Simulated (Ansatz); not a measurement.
Basis sets compared for Cu3Cl3⁺ (the lowest doublet isomer of a short search). The state is a doublet with charge 1. Geometry r2SCAN-D4/def2-SVP. Ansatz on 4 threads of Intel Xeon Platinum 8488C on a shared host; times are rough, and most runs start from earlier orbitals.

```xyz
6

Cu   -1.2898   -0.6977    0.3455
Cu    0.1593    1.4424    0.4007
Cu    1.1891   -0.7842   -0.7796
Cl    2.0970    1.1822   -0.5514
Cl   -0.2984   -2.3681   -0.6321
Cl   -1.8572    1.2255    1.2169
```

The 6-31G sets use Cartesian d functions. B3LYP takes the VWN-RPA correlation. At PBE-D4/def2-SVP, PBE-D4/def2-TZVP the gap within one spin of the charge 1 doublet nearly closes, so an electron or hole may be smeared out by delocalisation error. No other spin state of charge 1 was run. The structure comes from a short search, and lower isomers may exist.

| level | functions | energy (Eh) | HOMO (eV) | LUMO (eV) | wall time |
| --- | --- | --- | --- | --- | --- |
| PBE-D4/def2-SVP | 147 | -6299.6931 | -11.55 | -11.51 | 12 s |
| B3LYP-D4/6-31G | 126 | -6301.2644 | -12.03 | -10.34 | 19 s |
| PBE0-D4/def2-SVP | 147 | -6299.8043 | -12.96 | -11.05 | 13 s |

Problem. Estimate the rows for PBE-D4/def2-TZVP, B3LYP-D4/def2-TZVP, PBE0-D4/def2-TZVP.

Solution. 
```
             level  functions  energy (Eh)  HOMO (eV)  LUMO (eV)  wall time
  PBE-D4/def2-TZVP        246   -6300.9112     -11.68     -11.61       13 s
B3LYP-D4/def2-TZVP        246   -6302.3679     -12.83     -11.26       34 s
 PBE0-D4/def2-TZVP        246   -6300.9908     -12.90     -11.01       32 s
```
